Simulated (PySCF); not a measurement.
C7H7, SMILES [C]1=CC2C=CC1C2, multiplicity 2. Geometry optimised at ωB97X-D3(BJ)/def2-SVP. The isomer is the one that the SMILES or the coordinates give; other isomers of the formula were not compared. The values are those of a single conformer.

Computed equilibrium geometry at ωB97X-D3(BJ)/def2-SVP (PySCF confirms it by a frequency run) as Cartesian coordinates in Å (one conformer of several):
```xyz
14

C      1.0919    -0.6574     0.8204
C      1.5104    -0.1653    -0.3377
C      0.2985     0.6672    -0.8460
C     -0.8456    -0.3219    -1.1473
C     -1.2255    -0.8562     0.0171
C     -0.3449    -0.2268     1.1152
C     -0.2187     1.2078     0.5173
H      2.4412    -0.3268    -0.8827
H      0.5255     1.4007    -1.6318
H     -1.2189    -0.5581    -2.1455
H     -1.9749    -1.6305     0.1903
H     -0.6961    -0.3265     2.1498
H      0.5166     1.8344     1.0435
H     -1.1891     1.7225     0.4419
```
Charge 0, spin multiplicity 2.
